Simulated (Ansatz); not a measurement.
Consider the hydrogenolysis of a Ge–C bond: `C#[C][GeH2][NH2]` + H₂ → `[NH2][GeH3]` + acetylene.

Program: Ansatz. Geometries: PBE0-D4/def2-TZVP. ΔE: electronic, gas phase. CCSD(T)/CBS is the MP2 limit (def2-TZVPP, def2-QZVPP) plus CCSD(T) − MP2 in def2-TZVPP, frozen cores. This one scheme is used for every species. Functionals use def2-TZVPP. B3LYP here is the variant with VWN-RPA as its local correlation; programs differ in this. HSE06 is defined as in plane-wave codes. For Ge outer-core shells are correlated without core-valence functions, which leaves a few kJ/mol of doubt a bond. Scalar relativity is left out up to krypton. Each species was taken in one conformer, which may not be the lowest.

```
             level  ΔE (kJ/mol)  difference from CCSD(T)/CBS
       LDA (SPW92)          0.2                         -6.3
            PBE-D4          5.6                         -0.9
         revPBE-D4          9.5                          3.0
           BLYP-D4          5.5                         -1.0
            B97M-V         -2.1                         -8.6
           PBE0-D4          3.2                         -3.3
          B3LYP-D4          2.7                         -3.8
        r2SCANh-D4          5.7                         -0.8
        r2SCAN0-D4          4.2                         -2.3
          BHLYP-D4          0.5                         -6.0
      CAM-B3LYP-D4         -1.2                         -7.7
           ωB97X-V          2.6                         -3.9
            B2PLYP          3.1                         -3.4
          PBE-QIDH          6.3                         -0.2
               PBE          0.9                         -5.6
              BLYP         -3.6                        -10.1
            r2SCAN          5.5                         -1.0
              PBE0         -1.0                         -7.5
             B3LYP         -4.7                        -11.2
           r2SCANh          4.3                         -2.2
           r2SCAN0          2.6                         -3.9
             HSE06         -0.7                         -7.2
         CAM-B3LYP         -5.6                        -12.1
           LC-ωPBE         -2.6                         -9.1
RPA@PBE/def2-TZVPP          9.2                          2.7
       HF/def2-SVP        -15.8                        -22.3
      MP2/def2-SVP          5.0                         -1.5
     CCSD/def2-SVP         -6.6                        -13.1
  CCSD(T)/def2-SVP         -2.6                         -9.1
     HF/def2-TZVPP        -10.3                        -16.8
    MP2/def2-TZVPP         17.3                         10.8
SCS-MP2/def2-TZVPP         12.3                          5.8
   CCSD/def2-TZVPP          4.4                         -2.1
CCSD(T)/def2-TZVPP          9.2                          2.7
     HF/def2-QZVPP        -11.5                        -18.0
    MP2/def2-QZVPP         15.3                          8.8
SCS-MP2/def2-QZVPP         10.4                          3.9
      HF/CBS(def2)        -11.6                        -18.1
     MP2/CBS(def2)         14.5                          8.0
    CCSD/CBS(def2)          1.6                         -4.9
       CCSD(T)/CBS          6.5                            0
```

Largest T1 diagnostic among the species: 0.013.

At CCSD(T), def2-SVP lies −9.1 kJ/mol from the extrapolated value and def2-TZVPP +2.7 kJ/mol. Leaving LDA and LC-ωPBE aside and taking each functional with its dispersion term where it has one, the values spread over 11.6 kJ/mol, from B97M-V to revPBE-D4.
